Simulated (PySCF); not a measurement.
**CH5ClFNOSi**

CH5ClFNOSi is a small molecule, neutral, singlet. The structure, one conformer, was relaxed in the gas phase by PBE0-D3(BJ)/def2-SVP. No frequency run checks that it is a minimum.

SMILES: CO[Si](N)(F)Cl

```xyz
11

Si    0.511    1.112    0.526
Cl    0.374    3.140    0.294
N     1.792    0.349   -0.290
O    -0.939    0.537    0.043
C    -1.275   -0.827   -0.028
F     0.780    0.832    2.092
H     2.700    0.287    0.157
H     1.876    0.421   -1.298
H    -1.643   -1.192    0.945
H    -2.077   -0.953   -0.771
H    -0.413   -1.446   -0.330
```
(Å; atoms numbered from 1)

Shieldings: GIAO PBE0/pcSseg-2. Shifts are against computed references at the same level: C TMS (σ 184.1 ppm), H TMS (σ 31.24 ppm), Si TMS (σ 341.3 ppm). Core levels by delta-SCF with SCAN, pcX-2 on the ionised atom and pcseg-1 elsewhere, spin-free X2C (2p3/2 is the spin-free 2p value less a third of a first-order spin-orbit splitting); from the vacuum level, for chosen atoms.

Task: Give the NMR and core-level values of the distinct atoms.

Result: 
| atoms | bonded to | σ (ppm) | δ (ppm) | core level (eV) |
| --- | --- | --- | --- | --- |
| Si1 | 1 Cl + 1 F + 1 N + 1 O | 386.3 | -45.0 | 2p3/2 109.14 |
| Cl2 | 1 Si | 887.8 | - | 2p3/2 206.12 |
| N3 | 1 Si + 2 H | 236.1 | - | 1s 405.52 |
| O4 | 1 C + 1 Si | 281.3 | - | 1s 538.68 |
| C5 | 1 O + 3 H | 130.1 | 54.0 | - |
| F6 | 1 Si | 313.3 | - | 1s 692.64 |
| H7 | 1 N | 30.06 | 1.19 | - |
| H8 | 1 N | 30.45 | 0.79 | - |
| H9 H10 H11 | 1 C | 27.51 | 3.73 | - |

Values are those of this one static structure, with the three H of a rotating XH3 group averaged; atoms that internal rotation interchanges would show their mean in an NMR spectrum.

Task: By CAM-B3LYP/def2-SVPD (TDDFT singlets, Tamm-Dancoff triplets, ionisation by delta-SCF), where does absorption start, and what does vertical ionisation take?

Result: The lowest singlet lies at 7.13 eV (f 0.059), the lowest triplet at 6.70 eV; vertical ionisation takes 10.77 eV.

The 3 runs behind this took 2.5 min in all, one thread each of Intel Xeon 6975P-C on a shared host, launched as `OMP_NUM_THREADS=1 python cluster_run.py task.json out`.
